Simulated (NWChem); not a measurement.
System: C4H5FO; SMILES O(C(=C)F)C=C

NWChem input:

```
start job
memory heap 200 mb stack 900 mb global 1100 mb
geometry units angstroms noautosym nocenter noautoz
  C      0.452162     1.874863    -0.575875
  C     -0.508147     1.449971     0.240092
  O     -0.809363     0.143334     0.585600
  C     -0.018779    -0.868182     0.156530
  C     -0.452385    -1.926833    -0.515065
  F      1.261200    -0.738597     0.547029
  H      1.158442     1.211639    -1.061204
  H      0.545578     2.938265    -0.763849
  H     -1.209305     2.109356     0.738910
  H      0.221513    -2.742764    -0.741054
  H     -1.487230    -1.983268    -0.824540
end
basis spherical
  C library def2-svp
  O library def2-svp
  F library def2-svp
  H library def2-svp
end
dft
  xc m05-2x
  iterations 150
end
cosmo
  do_cosmo_smd true
  solvent ether
end
task dft energy
```

Structure relaxed at the B3LYP/6-31G* (spherical d) level. Solvent: diethyl ether.

Level: M05-2X/def2-SVP with SMD (1 M gas to 1 M solution), gas-phase geometry.

Problem. Predict the main results of this run. (M05-2X/def2-SVP, SMD on the gas-phase geometry.) Quantities: solvation free energy (kcal/mol); cavity-dispersion-structure term (kcal/mol); dipole in solution (D).

Solution. 
```
Item                                         Result
-------------------------------------------  ------
solvation free energy (kcal/mol)               -2.8
cavity-dispersion-structure term (kcal/mol)     0.3
dipole in solution (D)                         1.29
```
